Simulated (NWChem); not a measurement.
Species: C₃H₅FSi; SMILES C#CC[SiH2]F

```xyz
10

C      0.6861    -2.5452     0.2336
C     -0.0410    -1.6379    -0.1068
C     -0.8831    -0.5184    -0.4831
Si    -0.3312     1.1094     0.2881
F      1.1042     1.5396    -0.3399
H      1.3276    -3.3552     0.5273
H     -1.9290    -0.6927    -0.1704
H     -0.9032    -0.3912    -1.5800
H     -1.3161     2.1733    -0.0585
H     -0.1757     0.9703     1.7604
```
Atoms are numbered in this order, from 1.

All runs: NWChem. Geometry: optimised at PBE0/def2-SVP. Level: PBE0/def2-SVP with SMD (1 M gas to 1 M solution), gas-phase geometry. Reactions with the solvent are ignored.

For solvent water:

```yaml
solvation free energy (kcal/mol): -1.0
cavity-dispersion-structure term (kcal/mol): 4.9
dipole in solution (D): 2.25
```

Question: What are these values for solvent cyclohexane?

Answer: The solvation free energy (kcal/mol) comes out as -2.8 and the cavity-dispersion-structure term (kcal/mol) comes out as -0.1. The dipole in solution (D) is 1.93.
